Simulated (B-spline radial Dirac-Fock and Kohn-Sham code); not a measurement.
System: the free tin atom, [Kr] 4d10 5s2 5p2. The computed values come from a B-spline atomic structure program: a relativistic central-field model (Hartree-Slater potential of the initial state, Latter tail, multipole expansion of the photon field, Dirac-Fock thresholds).

Question: Which of the sources Mg Kα (1253.6 eV), Al Kα (taken as 1486.9 eV), Ag Lα (2984.4 eV), Cr Kα (5414.7 eV), Cu Kα (8047.8 eV), Ga Kα (9251.7 eV), Mo Kα (17479.3 eV), Ag Kα (22162.9 eV) can ionise the 3s level, and how does the cross section change among them?

Answer: The computed threshold is 895.7 eV, so all of them can. Cross sections: Mg Kα 59.8 kb, Al Kα 46.5 kb, Ag Lα 14.5 kb, Cr Kα 4.70 kb, Cu Kα 2.11 kb, Ga Kα 1.57 kb, Mo Kα 0.387 kb, Ag Kα 0.222 kb. From the first to the last it falls by a factor of 270.
